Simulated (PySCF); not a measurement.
Ionisation energy of Rh(2+) by level of theory

Rh(2+) [Kr] 4d7 (4F) → Rh(3+) [Kr] 4d6 (5D), as a difference of total energies. Computed with PySCF 2.14 in aug-cc-pVTZ-PP with ECP28MDF, with a scalar-relativistic core potential. Correlated levels: valence: 4s2 4p6 frozen. The calculations carry no spin-orbit coupling.

```
           method  ionisation energy (eV)  difference from reference (eV)
              UHF                  29.304                          -1.756
    MP2 (valence)                  30.650                          -0.410
SCS-MP2 (valence)                  30.817                          -0.243
   CCSD (valence)                  30.584                          -0.476
CCSD(T) (valence)                  30.639                          -0.421
```

Reference: 31.06 eV (semi-empirical (NIST evaluation); NIST Atomic Spectra Database, ionization energies).

The reference lies between the lowest fine-structure levels, while these numbers refer to the centres of the terms.

Errors of the correlated levels include the incompleteness of this basis and the frozen core.
